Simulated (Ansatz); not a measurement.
Ansatz (a first-principles code) input (B3LYP/LANL2DZ): The .json file is the Basis Set Exchange's LANL2DZ.

Ansatz 0.2 input:
```yaml
crystal:
  periodic: [false, false, false]
  atoms:
    - {symbol: In, position_ang: [-0.00000000, -0.00000000, -1.48908227]}
    - {symbol: I, position_ang: [0.00000000, 0.00000000, 1.37669871]}
basis:
  gaussian:
    orbitals: LANL2DZ.json
hamiltonian:
  xc: {name: B3LYP}
phonons: {temperatures: {t_min: 298.15, t_max: 298.15, t_step: 100}}
```

Output:

```
Functional definition: B3LYP
integrals: 0.01 GiB planned
270 factors; integrals over basis functions are off by at most 1.2e-4 eV
mean field: 0.06 GiB planned
mean field evaluation 1: about -362.0747 eV, gradient 1.0e1 eV
mean field evaluation 2: about -359.9387 eV, gradient 2.3e1 eV
mean field evaluation 4: about -362.8363 eV, gradient 1.3e-1 eV
mean field evaluation 8: about -362.8355 eV, gradient 1.5e-3 eV
mean field -362.83550101 eV, -13.3339587234 hartree, gradient 2.6e-5 eV, S^2 0.000000; 0 other end points of the search recorded, 0 dependent functions left out
the calculation of the forces begins
reference -362.83568946 eV, -13.3339656489 hartree; 5, 5 occupied and 11, 11 virtual orbitals, 270 factors
these checks for a lower state are left out or cut short: stability, starts, cluster_reference, orbital_swaps, neighbouring_geometries, increment
integrals: 0.01 GiB planned
270 factors; integrals over basis functions are off by at most 1.2e-4 eV
mean field: 0.06 GiB planned
mean field evaluation 16: about -362.8355 eV, gradient 1.5e-5 eV
mean field -362.83550101 eV, -13.3339587234 hartree, gradient 1.7e-7 eV, S^2 0.000000; 0 other end points of the search recorded, 0 dependent functions left out
the calculation of the forces begins
reference -362.83568946 eV, -13.3339656489 hartree; 5, 5 occupied and 11, 11 virtual orbitals, 270 factors
these checks for a lower state are left out or cut short: stability, starts, cluster_reference, orbital_swaps, neighbouring_geometries, increment
integrals: 0.01 GiB planned
270 factors; integrals over basis functions are off by at most 1.2e-4 eV
mean field: 0.06 GiB planned
mean field -362.83550101 eV, -13.3339587234 hartree, gradient 1.7e-7 eV, S^2 0.000000; 0 other end points of the search recorded, 0 dependent functions left out
the calculation of the forces begins
reference -362.83568946 eV, -13.3339656489 hartree; 5, 5 occupied and 11, 11 virtual orbitals, 270 factors
these checks for a lower state are left out or cut short: stability, starts, cluster_reference, orbital_swaps, neighbouring_geometries, increment
integrals: 0.01 GiB planned
270 factors; integrals over basis functions are off by at most 1.2e-4 eV
mean field: 0.06 GiB planned
mean field evaluation 32: about -362.8355 eV, gradient 7.6e-7 eV
mean field -362.83550101 eV, -13.3339587234 hartree, gradient 1.7e-7 eV, S^2 0.000000; 0 other end points of the search recorded, 0 dependent functions left out
the calculation of the forces begins
reference -362.83568946 eV, -13.3339656489 hartree; 5, 5 occupied and 11, 11 virtual orbitals, 270 factors
these checks for a lower state are left out or cut short: stability, starts, cluster_reference, orbital_swaps, neighbouring_geometries, increment
integrals: 0.01 GiB planned
270 factors; integrals over basis functions are off by at most 1.2e-4 eV
mean field: 0.06 GiB planned
mean field -362.83550101 eV, -13.3339587234 hartree, gradient 1.7e-7 eV, S^2 0.000000; 0 other end points of the search recorded, 0 dependent functions left out
the calculation of the forces begins
reference -362.83568946 eV, -13.3339656489 hartree; 5, 5 occupied and 11, 11 virtual orbitals, 270 factors
these checks for a lower state are left out or cut short: stability, starts, cluster_reference, orbital_swaps, neighbouring_geometries, increment
integrals: 0.01 GiB planned
270 factors; integrals over basis functions are off by at most 1.2e-4 eV
mean field: 0.06 GiB planned
mean field -362.83548391 eV, -13.3339580950 hartree, gradient 1.5e-6 eV, S^2 0.000000; 0 other end points of the search recorded, 0 dependent functions left out
the calculation of the forces begins
reference -362.83567235 eV, -13.3339650199 hartree; 5, 5 occupied and 11, 11 virtual orbitals, 270 factors
these checks for a lower state are left out or cut short: stability, starts, cluster_reference, orbital_swaps, neighbouring_geometries, increment
integrals: 0.01 GiB planned
270 factors; integrals over basis functions are off by at most 1.2e-4 eV
mean field: 0.06 GiB planned
mean field -362.83548424 eV, -13.3339581070 hartree, gradient 1.6e-6 eV, S^2 0.000000; 0 other end points of the search recorded, 0 dependent functions left out
the calculation of the forces begins
reference -362.83567270 eV, -13.3339650330 hartree; 5, 5 occupied and 11, 11 virtual orbitals, 270 factors
these checks for a lower state are left out or cut short: stability, starts, cluster_reference, orbital_swaps, neighbouring_geometries, increment
integrals: 0.01 GiB planned
270 factors; integrals over basis functions are off by at most 1.2e-4 eV
mean field: 0.06 GiB planned
mean field -362.83550101 eV, -13.3339587234 hartree, gradient 1.7e-7 eV, S^2 0.000000; 0 other end points of the search recorded, 0 dependent functions left out
the calculation of the forces begins
reference -362.83568946 eV, -13.3339656489 hartree; 5, 5 occupied and 11, 11 virtual orbitals, 270 factors
these checks for a lower state are left out or cut short: stability, starts, cluster_reference, orbital_swaps, neighbouring_geometries, increment
integrals: 0.01 GiB planned
270 factors; integrals over basis functions are off by at most 1.2e-4 eV
mean field: 0.06 GiB planned
mean field evaluation 64: about -362.8355 eV, gradient 7.5e-6 eV
mean field -362.83550101 eV, -13.3339587234 hartree, gradient 1.7e-7 eV, S^2 0.000000; 0 other end points of the search recorded, 0 dependent functions left out
the calculation of the forces begins
reference -362.83568946 eV, -13.3339656489 hartree; 5, 5 occupied and 11, 11 virtual orbitals, 270 factors
these checks for a lower state are left out or cut short: stability, starts, cluster_reference, orbital_swaps, neighbouring_geometries, increment
integrals: 0.01 GiB planned
270 factors; integrals over basis functions are off by at most 1.2e-4 eV
mean field: 0.06 GiB planned
mean field -362.83550101 eV, -13.3339587234 hartree, gradient 1.7e-7 eV, S^2 0.000000; 0 other end points of the search recorded, 0 dependent functions left out
the calculation of the forces begins
reference -362.83568946 eV, -13.3339656489 hartree; 5, 5 occupied and 11, 11 virtual orbitals, 270 factors
these checks for a lower state are left out or cut short: stability, starts, cluster_reference, orbital_swaps, neighbouring_geometries, increment
integrals: 0.01 GiB planned
270 factors; integrals over basis functions are off by at most 1.2e-4 eV
mean field: 0.06 GiB planned
mean field -362.83550101 eV, -13.3339587234 hartree, gradient 1.7e-7 eV, S^2 0.000000; 0 other end points of the search recorded, 0 dependent functions left out
the calculation of the forces begins
reference -362.83568946 eV, -13.3339656489 hartree; 5, 5 occupied and 11, 11 virtual orbitals, 270 factors
these checks for a lower state are left out or cut short: stability, starts, cluster_reference, orbital_swaps, neighbouring_geometries, increment
integrals: 0.01 GiB planned
270 factors; integrals over basis functions are off by at most 1.2e-4 eV
mean field: 0.06 GiB planned
mean field -362.83548424 eV, -13.3339581070 hartree, gradient 1.6e-6 eV, S^2 0.000000; 0 other end points of the search recorded, 0 dependent functions left out
the calculation of the forces begins
reference -362.83567270 eV, -13.3339650330 hartree; 5, 5 occupied and 11, 11 virtual orbitals, 270 factors
these checks for a lower state are left out or cut short: stability, starts, cluster_reference, orbital_swaps, neighbouring_geometries, increment
integrals: 0.01 GiB planned
270 factors; integrals over basis functions are off by at most 1.2e-4 eV
mean field: 0.06 GiB planned
mean field evaluation 96: about -362.8355 eV, gradient 1.5e-6 eV
mean field -362.83548391 eV, -13.3339580950 hartree, gradient 1.5e-6 eV, S^2 0.000000; 0 other end points of the search recorded, 0 dependent functions left out
the calculation of the forces begins
reference -362.83567235 eV, -13.3339650199 hartree; 5, 5 occupied and 11, 11 virtual orbitals, 270 factors
Total energy: -362.83568946 eV, -13.3339656489 hartree
Atom 0 at    -0.000000    -0.000000    -1.489082 Å, force     0.000000    -0.000000    -0.000047 eV/Å
Atom 1 at     0.000000     0.000000     1.376699 Å, force    -0.000000     0.000000     0.000047 eV/Å
Dipole moment:    -0.000000     0.000000    -0.932653 e Å
Vibrations: 156.36 cm⁻¹, zero-point energy 0.009693 eV
```

The blocks after the first are displaced geometries, from whose forces the wavenumbers follow.
